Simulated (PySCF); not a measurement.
# Field gradients at the hydrogen positions

Compound: H4O3Si.
Structure used (PBE0-D3(BJ)/def2-SVP), in Å, numbered top down from 1:
```
atom  x, y, z in Å
O1     0.459   -0.124   -1.552
Si2    0.192   -0.008    0.072
O3    -1.045    1.053    0.329
O4    -0.259   -1.493    0.635
H5     0.878   -0.923   -1.882
H6     1.422    0.456    0.767
H7    -1.089    1.834   -0.228
H8    -0.764   -1.531    1.451
```

Level: PBE0/pcSseg-1 (PySCF, non-relativistic); Q(2H) = 0.00286 b; rigid geometry, the same for H and D, with no vibrational averaging.

Q: Give the electric field gradient Vzz (the principal value of largest size), its asymmetry and the 2H coupling at each hydrogen.

A: 
```json
{"atom": "H5", "bonded to": "O1", "bond length (Å)": "0.961", "Vzz (au)": "0.4887", "η": "0.07", "χzz (kHz)": "328"}
{"atom": "H6", "bonded to": "Si2", "bond length (Å)": "1.487", "Vzz (au)": "0.1381", "η": "0.00", "χzz (kHz)": "93"}
{"atom": "H7", "bonded to": "O3", "bond length (Å)": "0.961", "Vzz (au)": "0.4884", "η": "0.07", "χzz (kHz)": "328"}
{"atom": "H8", "bonded to": "O4", "bond length (Å)": "0.961", "Vzz (au)": "0.4885", "η": "0.07", "χzz (kHz)": "328"}
```

Q: Average by the element that carries the hydrogen.

A: on O: 328 kHz over 3 positions, mean bond length 0.961 Å; on Si: 93 kHz over 1 position, mean bond length 1.487 Å.

Isolated species at its PBE0-D3(BJ)/def2-SVP geometry (one conformer only). With a basis this small, the couplings can be 20 % off.
